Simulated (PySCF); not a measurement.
Structure problem from calculated spectra and properties.

Formula: C4H9ClSSi.

| Quantity | Value |
| --- | --- |
| Dipole | 1.16 D [B3LYP/def2-SVPD] |
| NMR, other nuclei | isotropic shieldings of nuclei other than C and H, by class: 348 (1 Si), 450 (1 S), 952 (1 Cl) ppm [GIAO PBE0/pcSseg-1] |
| 1H NMR | chemical shifts (computed TMS as zero) by class: 5.45 (1 H), 3.30 (1 H), 2.46 (2 H), 2.29 (3 H), 1.99 (2 H) ppm [GIAO PBE0/pcSseg-1] |
| Rotational structure | rotational constants A, B, C: 2.519, 0.939, 0.789 GHz [GFN2-xTB] |
| 13C NMR | chemical shifts (computed TMS as zero) by class: 39.3 (1 C), 31.7 (2 C), 13.3 (1 C) ppm [GIAO PBE0/pcSseg-1] |
| Polarisability | 105.4 au [B3LYP/def2-SVPD] |
| Triplet | lowest triplet excitation (Tamm–Dancoff): 4.82 eV [TDA B3LYP/def2-SVPD] |

Gas-phase values; electronic properties from PySCF, density fitting. Levels stand in brackets. Isolated species at its GFN2-xTB geometry (one conformer only). Each NMR value is the plain mean over a class of atoms that symmetry, rotation or inversion makes alike.

**Question.** Give a SMILES that accounts for the data.

**Answer.** Numbering: `[CH3:1][S:2][C@H:3]1[CH2:4][Si@@H:5]([Cl:6])[CH2:7]1`. Its formula, C4H9ClSSi, gives 1 degree of unsaturation: 1 ring and 0 π bonds in the structure found. 4 carbons fall into 3 classes; from least to most shielded: ring sp3 carbon bound to sulfur [C3] (39.3 ppm), ring sp3 carbon bound to silicon [C4/C7] (31.7 ppm, 2 C), S-methyl carbon [C1] (13.3 ppm). Hydrogen classes from least to most shielded: 1 H on a chlorine-bound silicon, Si5 (5.45 ppm), 1 H on an sp3 carbon bound to sulfur, C3 (3.30 ppm), 2 H on 2 like atoms (sp3 carbon bound to silicon), C4/C7 (2.46 ppm), 3 H on an S-methyl carbon, C1 (2.29 ppm), 2 H on 2 like atoms (sp3 carbon bound to silicon), C4/C7 (1.99 ppm). The other shieldings belong to: 348 ppm, chlorine-bound silicon [Si5]; 450 ppm, sulfide sulfur [S2]; 952 ppm, silicon-bound chlorine [Cl6]. By its constants the optimised geometry is an asymmetric top. Structure: `CS[C@H]1C[Si@@H](Cl)C1`. Computed isomers that give other values at the same levels: `C=CSCC[SiH2]Cl` (13C chemical shifts (computed TMS as zero) by class: 142.2 (1 C), 111.2 (1 C), 29.9 (1 C), 15.0 (1 C) ppm); `CS[Si]1(Cl)CCC1` (13C chemical shifts (computed TMS as zero) by class: 32.6 (2 C), 15.8 (1 C), 13.3 (1 C) ppm); `CS[Si@@H](Cl)C1CC1` (13C chemical shifts (computed TMS as zero) by class: 13.4 (1 C), 4.8 (1 C), 4.7 (1 C), -0.3 (1 C) ppm). The assignments are read from this structure; whether some other isomer fits the data as well wasn't checked.

Conformer computed: `[CH3:1][S:2][C@H:3]1[CH2:4][Si@@H:5]([Cl:6])[CH2:7]1`: C1–S2–C3–C4 -61°.
